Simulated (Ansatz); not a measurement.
The same path of CH6INSSi (11 atoms, charge 0, multiplicity 1) was run 3 times with different band settings. The coordinate that changes most is the dihedral H8–C1–Si2–I5.

Method: RKS r2SCAN-D4/def2-SVP (Ansatz 0.2.0).

Relaxed end points:

```xyz
11
Properties=species:S:1:pos:R:3
C -1.126 0.925 -0.393
Si 0.369 0.094 0.345
N 1.000 -1.029 -0.795
S 0.013 -0.955 2.183
I 1.941 1.905 1.038
H -0.855 1.482 -1.305
H -1.563 1.636 0.323
H -1.887 0.172 -0.655
H 1.088 -0.746 -1.768
H 1.787 -1.612 -0.522
H -0.701 -1.929 1.570
```

```xyz
11
Properties=species:S:1:pos:R:3
C -1.115 0.932 -0.407
Si 0.394 0.109 0.312
N 0.912 -1.135 -0.757
S 0.115 -0.759 2.255
I 2.069 1.907 0.746
H -1.481 1.720 0.266
H -1.917 0.190 -0.553
H -0.883 1.394 -1.381
H 0.949 -0.941 -1.756
H 1.695 -1.722 -0.480
H -0.673 -1.751 1.775
```

Common settings: spring 5.0 eV/Å²; optimiser quadratic models (default); start path through a guess of the saddle point; force threshold 0.05 eV/Å; end points relaxed.

| run | movable images | climbing image | iteration limit |
| --- | --- | --- | --- |
| 1 | 7 | yes | 29 |
| 2 | 6 | no | 40 |
| 3 | 7 | yes | 10 |

Question: What does each run give, and how far can it be trusted?

Answer: Run 1: converged after 8 iterations, highest image 0.073 eV above the first end. A vibrational analysis at the climbing image gives one clearly imaginary mode, 166i cm⁻¹: a first-order saddle point.
Run 2: converged after 8 iterations, highest image 0.070 eV above the first end. No image climbed, so the highest image needn't sit at the top of the path.
Run 3: converged after 8 iterations, highest image 0.073 eV above the first end. Another band between the same ends (7 images) ends at a top of the same energy, where a vibrational analysis finds 1 clearly imaginary mode.
